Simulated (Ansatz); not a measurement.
Single points on Co2Si2.

```yaml
crystal:
  periodic: [false, false, false]
  atoms:
    - {symbol: Co, position_ang: [0.999131, -0.579042, 0.700799]}
    - {symbol: Co, position_ang: [-0.306007, -0.650673, -1.085499]}
    - {symbol: Si, position_ang: [-1.159333, -0.037225, 0.812349]}
    - {symbol: Si, position_ang: [0.466209, 1.266929, -0.427640]}
basis:
  gaussian: {orbitals: def2-TZVP, initial_orbitals: start.molden}
magnetization: {spin_polarized: true, initial_magnetization: 2}
hamiltonian: {xc: pbe, dispersion: d4}
scf: {omitted_lower_state_checks: [starts]}
output: {orbitals: {seedname: orbitals}}
```

The file start.molden holds the orbitals of an earlier run on this structure, at another level or in another basis.

```sh
$ ansatz run in.yaml --threads 4 --pin off --events-out ev --progress --plain --max-ram 4787MiB
```

Output, abridged:

```
Functional definition: PBE
1412 factors; their error is unknown
mean field evaluation 1: about -90989.2313 eV, gradient 9.9e0 eV
mean field evaluation 2: about -90990.1367 eV, gradient 1.8e0 eV
mean field evaluation 4: about -90990.4050 eV, gradient 1.9e-1 eV
mean field evaluation 8: about -90990.3783 eV, gradient 1.5e-2 eV
mean field evaluation 16: about -90990.3783 eV, gradient 1.3e-4 eV
mean field -90990.37833848 eV, -3343.8347284455 hartree, gradient 5.0e-6 eV, S^2 2.311432; 0 other end points of the search recorded, 0 dependent functions left out
reference -90990.37837442 eV, -3343.8347297665 hartree; 42, 40 occupied and 122, 124 virtual orbitals, 1412 factors
Total energy: -90990.56875339 eV, -3343.8417260644 hartree
Checks for a lower state left out: starts
```

Run time 8.5 s (4 threads of Arm Neoverse V2 on a shared host).

First input, but with `hamiltonian: {xc: r2scan, dispersion: d4}` (abridged; 36 s):

```
Functional definition: r2SCAN
mean field evaluation 16: about -91007.5781 eV, gradient 1.3e-4 eV
mean field -91007.57810882 eV, -3344.4668083470 hartree, gradient 2.9e-6 eV, S^2 2.792726
Total energy: -91007.61130913 eV, -3344.4680284359 hartree
Checks for a lower state left out: starts
```

As the first input, with `hamiltonian: {xc: hse06, dispersion: d4}` (abridged; 15 s):

```
Functional definition: HSE06
mean field evaluation 16: about -90988.5850 eV, gradient 3.0e-6 eV
mean field -90988.58496016 eV, -3343.7688230077 hartree, gradient 2.7e-6 eV, S^2 3.199511
Total energy: -90988.73969286 eV, -3343.7745093299 hartree
Checks for a lower state left out: starts
```

The first input with `gaussian: {orbitals: def2-SVP, initial_orbitals: start.molden}`, `hamiltonian: {xc: {name: LC-wPBE, parameters: {omega: 0.2/bohr}}}` (abridged; 11 s):

```
Functional definition: LC-wPBE
mean field evaluation 16: about -90975.2891 eV, gradient 5.7e-5 eV
mean field -90975.28909658 eV, -3343.2802090337 hartree, gradient 9.6e-6 eV, S^2 2.734588
Total energy: -90975.28909661 eV, -3343.2802090345 hartree
Checks for a lower state left out: starts
```

First input, but with `gaussian: {orbitals: def2-SVP, initial_orbitals: start.molden}`, `hamiltonian: {xc: {name: LC-wPBE, parameters: {omega: 0.1/bohr}}}` (abridged; 13 s):

```
Functional definition: LC-wPBE
mean field evaluation 16: about -90975.6576 eV, gradient 9.8e-6 eV
mean field -90975.65757559 eV, -3343.2937503873 hartree, gradient 9.7e-6 eV, S^2 2.520263
Total energy: -90975.65757569 eV, -3343.2937503909 hartree
Checks for a lower state left out: starts
```

First input, but with `gaussian: {orbitals: def2-SVP, initial_orbitals: start.molden}`, `hamiltonian: {xc: {name: LC-wPBE, parameters: {omega: 0.15/bohr}}}` (abridged; 9.5 s):

```
Functional definition: LC-wPBE
mean field evaluation 16: about -90975.5511 eV, gradient 6.1e-6 eV
mean field -90975.55108197 eV, -3343.2898368192 hartree, gradient 6.1e-6 eV, S^2 2.609854
Total energy: -90975.55108201 eV, -3343.2898368207 hartree
Checks for a lower state left out: starts
```

The first input with `hamiltonian: {xc: pbe0, dispersion: d4}` (abridged; 17 s):

```
Functional definition: PBE0
mean field evaluation 16: about -90989.2010 eV, gradient 2.5e-5 eV
mean field -90989.20101300 eV, -3343.7914625323 hartree, gradient 2.7e-6 eV, S^2 3.206883
Total energy: -90989.36081623 eV, -3343.7973351925 hartree
Checks for a lower state left out: starts
```

Geometry: PBE-D4/def2-SVP.

HSE06 is defined as in plane-wave codes, on full-range PBE exchange. At PBE-D4/def2-TZVP, r2SCAN-D4/def2-TZVP, HSE06-D4/def2-TZVP, LC-ωPBE (ω = 0.20 bohr⁻¹)/def2-SVP and others the charge 0 triplet is spin-contaminated (final ⟨S²⟩ up to 3.21, 2.00 for a pure state). The geometry of the triplet was relaxed on an unsound state (⟨S²⟩ 2.48, where a pure state has 2.00). At PBE0-D4/def2-TZVP a quintet of charge 0 lies 0.30 eV below the triplet, each at its own geometry. The structure comes from a short search, and lower isomers may exist.
